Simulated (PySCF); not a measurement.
A structure optimised at PBE0-D3(BJ)/def2-SVP, used in a PySCF frequency run:

```
C
H 1 1.1000
H 1 1.1022 2 107.40
C 1 1.5138 2 111.95 3 123.40
H 4 1.1006 1 111.60 2 -176.46
H 4 1.1017 5 107.61 1 122.03
H 4 1.1028 5 108.12 6 115.50
Te 1 2.1768 2 107.39 3 -111.64
N 8 2.0423 1 99.85 2 -72.66
H 9 1.0179 8 111.57 1 -62.66
H 9 1.0180 10 109.14 6 -67.98
```

Write its SMILES and formula.

CC[Te]N, C2H7NTe

What are its rotational constants (standard atomic weights)?

6.1732, 2.7270, 2.0508 GHz
